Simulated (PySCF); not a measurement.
# Fractional electron number in W²⁺ (tungsten, charge +2)

The 5d alpha orbital of [Xe] 4f14 5d4 is emptied in steps (occupation f), with all orbitals relaxed, ending at [Xe] 4f14 5d3. Computed with PySCF 2.14 in def2-TZVPPD with the def2 core potential (60 electrons) (6s5p3d2f1g, 59 functions), with a scalar-relativistic core potential. The exact energy is a straight line in f; departures are measured from the line between the end points of the same method.

```json
{"f": "1", "PBE0 (eV)": "0.000", "r2SCAN (eV)": "0.000", "LC-wPBE (eV)": "0.000"}
{"f": "0.8", "PBE0 (eV)": "-0.617", "r2SCAN (eV)": "-0.803", "LC-wPBE (eV)": "-0.156"}
{"f": "0.6", "PBE0 (eV)": "-0.927", "r2SCAN (eV)": "-1.206", "LC-wPBE (eV)": "-0.235"}
{"f": "0.4", "PBE0 (eV)": "-0.929", "r2SCAN (eV)": "-1.207", "LC-wPBE (eV)": "-0.234"}
{"f": "0.2", "PBE0 (eV)": "-0.620", "r2SCAN (eV)": "-0.805", "LC-wPBE (eV)": "-0.155"}
{"f": "0", "PBE0 (eV)": "0.000", "r2SCAN (eV)": "0.000", "LC-wPBE (eV)": "0.000"}
```

Q: For LC-wPBE, how does the orbital energy at f = 1 compare with the removal energy?

A: −ε = 24.767 eV against a total-energy difference of 25.738 eV. By Janak's theorem ε = ∂E/∂f, so the gap between them reflects the curvature. Along the path −ε is 25.147 (f = 0.8), 25.542 (f = 0.6), 25.938 (f = 0.4), 26.324 (f = 0.2) eV.

| method | E(f=0) − E(f=1) (eV) | −ε at f=1 (eV) | −ε at f=0.4 (eV) |
| --- | --- | --- | --- |
| PBE0 | 25.866 | 22.025 | 26.635 |
| r2SCAN | 25.762 | 20.749 | 26.761 |
| LC-wPBE | 25.738 | 24.767 | 25.938 |

Reference removal energy between the ground levels: 26 ± 0.4 eV (semi-empirical (NIST evaluation); NIST Atomic Spectra Database, ionization energies). The calculation has no spin-orbit coupling. The determinant left behind need not be the lowest term of the ion.
